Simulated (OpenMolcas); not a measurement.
# Exact exchange and the dipole moment of InHCl2O

InHCl2O has 5 atoms, charge 0, and is taken as a singlet. As SMILES, `[OH][In]([Cl])[Cl]`. The shape is that of a PBE0-D4/def2-TZVP optimisation.

The dipole moment y, in D, basis def2-SVP with a core potential; a is the functional's share of exact exchange. Programs: OpenMolcas 26.06.

| functional | program | a | y (D) |
| --- | --- | --- | --- |
| revPBE | OpenMolcas | 0 | 1.53 |
| TPSS | OpenMolcas | 0 | 1.58 |
| B3LYP | OpenMolcas | 0.2 | ? |
| PBE0 | OpenMolcas | 0.25 | 1.51 |
| BHLYP | OpenMolcas | 0.5 | 1.47 |

**Question.** Fit y = c + s·a to the known rows and predict B3LYP.

**Answer.** 
1. Means of the 4 rows: a = 0.1875, y = 1.522.
2. Σ(Δa)² = 0.17188, Σ(Δa·Δy) = -0.029375, so the slope is -0.029375/0.17188 = -0.1709.
3. Intercept: 1.522 − (-0.1709) × 0.1875 = 1.554. The largest residual of the fit is 0.025.
4. B3LYP: 1.554 + (-0.1709) × 0.2 = 1.52 D.

The run gave 1.47 D, so the prediction is off by +0.05 D, more than the largest residual. The rows mix families of semi-local functionals, which the line can't see.
